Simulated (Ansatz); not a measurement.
Input file for Ansatz (a quantum-chemistry and plane-wave program): U-B97M-V/def2-TZVPP on GeI3 (SMILES [I][Ge]([I])[I]). Elements past Kr take the def2 small-core potentials; no spin–orbit coupling.

Ansatz 0.2 input:
```yaml
crystal:
  periodic: [false, false, false]
  atoms:
    - {symbol: Ge, position_ang: [-0.00190334, -0.00194835, -0.62482218]}
    - {symbol: I, position_ang: [2.42888453, -0.00945573, 0.20038862]}
    - {symbol: I, position_ang: [-1.20469098, 2.10837895, 0.20567088]}
    - {symbol: I, position_ang: [-1.22229021, -2.09697486, 0.21876268]}
basis:
  gaussian:
    orbitals: def2-TZVPP
hamiltonian:
  xc: {name: B97M-V}
magnetization: {spin_polarized: true, initial_magnetization: 1}
```

Output:

```
WARN ansatz: RAYON_NUM_THREADS=4 ignored (pool sized by the plan → 4); use --threads N
Functional definition: B97M-V
integrals: 0.18 GiB planned
1459 factors; their error is unknown
mean field: 1.51 GiB planned
mean field evaluation 1: about -80811.8667 eV, gradient 1.1e1 eV
mean field evaluation 2: about -80811.2534 eV, gradient 1.7e1 eV
mean field evaluation 4: about -80812.3068 eV, gradient 7.4e-1 eV
mean field evaluation 8: about -80812.3086 eV, gradient 4.6e-2 eV
mean field evaluation 16: about -80812.2812 eV, gradient 8.1e-5 eV
mean field -80812.28122103 eV, -2969.7965583413 hartree, gradient 8.1e-5 eV, S^2 0.756941; 3 other end points of the search recorded, 0 dependent functions left out
reference -80812.28127328 eV, -2969.7965602614 hartree; 54, 53 occupied and 144, 145 virtual orbitals, 1459 factors
Total energy: -80812.28127328 eV, -2969.7965602614 hartree
```

Self-consistency was reached.

Cost: very roughly 70 core-seconds.
